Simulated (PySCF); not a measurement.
C8H6F (doublet state).
Cartesian coordinates in Å at the GFN2-xTB level; atoms count from 1:
```
atom  x, y, z in Å
C1    -2.206   -0.368    2.274
C2    -1.827   -0.184    1.151
C3    -1.429    0.046   -0.195
C4    -2.395    0.312   -1.119
C5    -0.062   -0.001   -0.553
C6     1.033   -0.258    0.284
F7     0.823   -0.498    1.605
C8     2.300   -0.282   -0.140
C9     3.522   -0.301   -0.547
H10   -2.511   -0.534    3.264
H11   -3.433    0.346   -0.844
H12   -2.142    0.497   -2.148
H13    0.185    0.182   -1.589
H14    3.997   -1.204   -0.906
H15    4.140    0.586   -0.561
```

The hyperfine couplings belong to this conformer and change with its torsions.

Identity: `C#CC(=C)/C=C(\F)[C]=C` [radical].

The calculation used PySCF 2.14.0, UKS B3LYP, pcH-1 on C F H, non-relativistic, mean-field spin-orbit, GIAO. Geometry: GFN2-xTB, one conformer, isolated molecule. The geometry wasn't refined by DFT: couplings that depend on bond lengths, twists or pyramidal angles can differ widely from those at the functional's own minimum. Stability of the SCF solution: not tested. ⟨S²⟩ is 0.798 where a pure state has 0.75.

Question: Give the principal g shifts and their parts.

Answer: 
```tsv
Δg (ppm)	1	2	3
relativistic mass correction	-136	-136	-136
gauge correction	33	-3	31
orbital Zeeman/spin–orbit	-172	-31	455
total	-275	-169	351
```

So g = 2.00204, 2.00215, 2.00267 and g_iso = 2.00229; the tensor is rhombic: the two nearest values differ by 17 % of g3 − g1. Axes: g1 points within 5° of the C3–C5 bond.

Question: How much does each term add to the isotropic shift?

Answer: The mass correction -136, the orbital-Zeeman/spin–orbit term 84 and the gauge correction 21 ppm, for a total of -31 ppm. The mass correction is the largest in size. The mass correction is the same along every axis, so the anisotropy comes from the other two: their spans along these axes are 36 (gauge) and 627 ppm (orbital Zeeman/spin–orbit).

Question: What effective moment and Curie constant follow for a powder?

Answer: With the mean of g² = 4.0092 and S(S+1) = 0.75: μ_eff = √(⟨g²⟩S(S+1)) = 1.734 μB and χT = 0.12505·⟨g²⟩·S(S+1) = 0.376 cm³ K/mol (cgs; spin-Hamiltonian part alone).

Question: In a frozen sample, at which fields do the three g values resonate at 9.5, 34, 94 and 263 GHz (hyperfine left aside), and which band first spreads them over more than twice a line width of 0.5 mT?

Answer: 
```
band    GHz  B(g3) mT  B(g2) mT  B(g1) mT  spread mT
   X    9.5    338.92    339.01    339.03       0.11
   Q   34.0   1212.99   1213.31   1213.37       0.38
   W   94.0   3353.57   3354.44   3354.61       1.05
   J  263.0   9382.85   9385.29   9385.78       2.93
```

The spread grows in proportion to the frequency. W band is the first where it exceeds 1.0 mT.

The Mulliken spin populations are largest on C5 (+0.54), C4 (+0.52), C8 (+0.45) and C3 (-0.22). Three atoms exceed +0.15. The angles at C5 add up to 360.0°, so it is planar.

The HOMO–LUMO gaps are 4.38 eV among the α and 3.91 eV among the β orbitals.
